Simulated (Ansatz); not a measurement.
`S[CH2][ZnH]` + NH₃ → `[NH2][ZnH]` + CH₃SH at 298.15 K and 1 bar (ligand exchange at a Zn–C bond).

Isolated molecules relaxed with PBE0-D4/def2-TZVP in Ansatz; ΔE leaves out vibrations. CCSD(T)/CBS adds triple-zeta CCSD(T) − MP2 to the extrapolated MP2 energy (def2 sets, frozen cores). This one scheme is used for every species. For Zn outer-core shells are correlated without core-valence functions, which leaves a few kJ/mol of doubt a bond. Scalar relativity is left out up to krypton. Each species was taken in one conformer, which may not be the lowest.

```tsv
species	CCSD(T)/CBS energy (Eh)	H − E (kJ/mol)	S (J/(mol·K))
`S[CH2][ZnH]`	-2216.58625	126.5	311.1
NH₃	-56.50880	100.5	192.4
`[NH2][ZnH]`	-1834.88092	93.2	261.0
CH₃SH	-438.22835	133.0	253.2
```

H − E and S are ideal-gas, rigid-rotor, harmonic terms from PBE0-D4/def2-TZVP, for one conformer and one mirror image of each species. 1 Eh = 2625.50 kJ/mol, R = 8.31446 J/(mol·K).

Question: By hand: ΔE, ΔH, ΔS and ΔG.

Answer: ΔE = (-1834.88092) + (-438.22835) − (-2216.58625) − (-56.50880) = -0.01422 Eh = -37.3 kJ/mol. Δ(H − E) = 93.2 + 133.0 − 126.5 − 100.5 = -0.8, so ΔH = -38.1 kJ/mol. ΔS = 261.0 + 253.2 − 311.1 − 192.4 = 10.7 J/(mol·K). ΔG = -38.1 − 298.15 × (10.7)/1000 = -41.3 kJ/mol.

Question: By hand: the equilibrium constant, and the temperature at which ΔG would vanish if ΔH and ΔS stayed fixed.

Answer: log₁₀ K = −ΔG/(RT ln 10) = 7.2. ΔH and −TΔS have one sign here, so there is no such temperature.

The number of gas molecules stays the same, so ΔS is small and ΔH decides. A doubt of 5 kJ/mol in ΔE shifts log₁₀ K by 0.9 here. Other conformers and mirror images would add mixing entropy, several J/(mol·K) or more a flexible species. These are equilibria of isolated gas molecules and say nothing of rates. Largest T1 diagnostic: 0.016 (customary marks: 0.02 for closed shells, 0.045 for open ones).

ΔS is within the doubt of such terms, so its sign, and with it that verdict, could turn.
